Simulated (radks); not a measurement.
Results of a calculation; reference values are marked as such.
Problem. O V, configuration 1s1.75 2s2 3s0.25 (fractional occupations, a model configuration). Level of theory: Dirac Kohn-Sham, LDA (Slater exchange, Perdew-Wang correlation), spin-unpolarised, spherical densities, finite nucleus; Fermi nuclear charge, rms radius 2.6991 fm (a radial shooting solver on a logarithmic mesh with Libxc functionals). Some entries of the table are withheld. Estimate them.

orbital,occ.,eigenvalue (hartree),r(max) (bohr),<r^2> (bohr^2)
1s1/2,1.75,-23.48654,0.1288,(1)
2s1/2,2,(2),0.7666,0.9747
2p1/2,0,(3),0.6397,(4)
2p3/2,0,(5),0.6404,(6)
3s1/2,0.25,-1.41074,2.176,6.132
4s1/2,0,-0.69821,4.419,(7)

Solution. 
(1) 1s1/2 <r^2> (bohr^2): 0.05260
(2) 2s1/2 eigenvalue (hartree): -3.95052
(3) 2p1/2 eigenvalue (hartree): -3.49941
(4) 2p1/2 <r^2> (bohr^2): 0.8213
(5) 2p3/2 eigenvalue (hartree): -3.49632
(6) 2p3/2 <r^2> (bohr^2): 0.8228
(7) 4s1/2 <r^2> (bohr^2): 21.89
